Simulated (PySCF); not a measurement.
A species of formula GeH7NSi has this rotational fingerprint, computed with PBE0-D3(BJ)/def2-SVP geometry optimisation, gas phase (PySCF):

```
Rotational constants : A = 10312, B = 2938, C = 2434 MHz
Dipole components    : |μa| = 0.85 D, |μb| = 0.11 D, |μc| = 0.88 D
Inertial defect      : -13.40 u·Å²
κ                    : -0.87
```

Question: Which candidate fits, each taken in the one conformer that was computed?
A. `[NH2:1][GeH2:2][SiH3:3]` with H–N1–Ge2–Si3 177° and -60°
B. `[GeH3][NH][SiH3]`
C. `[NH2:1][SiH2:2][GeH3:3]` with H–N1–Si2–Ge3 170° and -51°

Answer: A. It is [NH2][GeH2][SiH3], an asymmetric top. The candidates at the same level (rigid rotor, commonest isotopes):

```csv
SMILES,A (MHz),B (MHz),C (MHz),μa (D),μb (D),μc (D),Δ (u·Å²),point group,rotor
[SiH3][NH][GeH3],23121,1997,1923,0.59,0.78,0.15,-12.18,–,near-prolate asymmetric top
[NH2][GeH2][SiH3],10312,2938,2434,0.85,0.11,0.88,-13.40,–,asymmetric top
N[SiH2][GeH3],13552,2252,2032,1.35,0.64,0.59,-12.99,–,near-prolate asymmetric top
```

`[SiH3][NH][GeH3]` has A 124 % too high; `N[SiH2][GeH3]` has A 31 % too high. No structure here is proved a minimum.
